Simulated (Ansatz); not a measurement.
A made-up structure of CHOSe, doublet:

```xyz
4
angstrom
O 0.6191 0.3109 1.1336
C 0.1554 -0.0876 0.1112
Se -1.2684 0.7814 -0.8372
H 1.3008 -0.1956 1.6022
```

It is relaxed with PBE-D4/def2-SVP and then PBE0-D4/def2-TZVP (Ansatz 0.2.0). Atoms count as bonded within 1.22 times the sum of their covalent radii (H–H: 0.88 Å). The end point is not checked to be a true minimum.

(1) Does its bonding change? (Judge from chemistry; the calculation decides.)

## Answers

(1) Computed: No: no bond forms or breaks.

Where it ends: The first stage lowers the energy by 0.77 eV in 6 steps. It ends as CHOSe ([OH][C][Se]):
O1  (0.620, 0.374, 1.239)
C2  (0.070, 0.002, 0.120)
Se3  (-1.188, 0.694, -0.843)
H4  (1.304, -0.261, 1.494)
(Å)

Labels in which every atom is bracketed show which atoms are joined, not bond orders.

For scale, one of the runs: PBE0-D4/def2-TZVP relaxation, 116 basis functions, launched by `ansatz run in.yaml --threads 2 --pin off --events-out ev --progress --plain --max-ram 4352MiB`. The run took about 13 s on 2 CPU threads of an Intel Xeon Platinum 8488C (shared host).
